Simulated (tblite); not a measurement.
Task: What does the GFN2-xTB structure of InChI=1S/C2H10OSSi2/c1-4-6(2)5-3/h3,6H,5H2,1-2H3/q+1/t6-/m1/s1 look like in three dimensions? (Charge +1 and doublet state.)

Result: 
```xyz
16
C2H10OSSi2 angstrom
C      2.611    0.059   -0.117
S      1.544   -0.541   -1.458
Si    -0.381   -0.814   -0.518
C     -0.269   -1.160    1.341
Si    -1.457    1.359   -0.852
O     -2.823    0.828   -0.212
H      3.583    0.252   -0.560
H      2.211    0.981    0.294
H      2.699   -0.702    0.651
H     -1.029   -1.802   -1.371
H     -1.261   -1.277    1.769
H      0.280   -2.081    1.531
H      0.230   -0.358    1.885
H     -1.519    1.671   -2.271
H     -0.759    2.331   -0.014
H     -3.668    1.262   -0.109
```

Any rigid rotation of these coordinates is as good. Atoms count from 1 in this order. O6 (oxygen bonded to Si and H) is bent (angle 130.4°). Si5 (silicon bonded to O, Si and 2 H) has angles from 91.5° to 115.9°. Si3 (silicon bonded to C, S, Si and H) is distorted tetrahedral (angles from 102.7° to 118.5°).

Bonds between heavy atoms (Å): C1–S2 1.816, S2–Si3 2.160, Si3–C4 1.894, Si3–Si5 2.447, Si5–O6 1.599.

The geometry is computed with GFN2-xTB (gas phase). This method treats the open shell by occupation alone, without spin polarisation.

Point group: C1 (no symmetry element, even within 0.4 Å). Its GFN2-xTB frequencies are all real (lowest 33 cm⁻¹). Torsions: C1–S2–Si3–C4 -26°, S2–Si3–Si5–O6 175°, Si3–Si5–O6–H -177°.

One conformer stands for the species.
